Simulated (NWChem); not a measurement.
System: SnHI3; SMILES [I][SnH]([I])[I]

Here is an NWChem input.

```
start job
memory heap 200 mb stack 900 mb global 1100 mb
geometry units angstroms noautoz
  Sn     0.000000     0.000000     0.681274
  I     -0.421679     2.516997    -0.230342
  I     -1.968944    -1.623683    -0.230342
  I      2.390623    -0.893314    -0.230342
  H      0.000000     0.000000     2.409515
end
basis spherical
  * library def2-svp
end
ecp
  Sn library def2-ecp
  I library def2-ecp
end
dft
  xc b3lyp
  iterations 150
  mulliken
end
task dft energy
```

Coordinates come from a PBE-D3(BJ)/def2-SVP optimisation. No frequency run checked for a minimum. def2 effective core potentials on Sn, I; no spin-orbit coupling.

Q: What results follow from this input? (B3LYP/def2-SVP with def2 effective core potentials on Sn, I.) Quantities: energy (Ha); highest occupied level (eV); orbital gap (eV); dipole (D).

A: 
| Quantity | Value |
|---|---|
| energy (Ha) | -1108.48 |
| highest occupied level (eV) | -7.43 |
| orbital gap (eV) | 4.00 |
| dipole (D) | 1.13 |
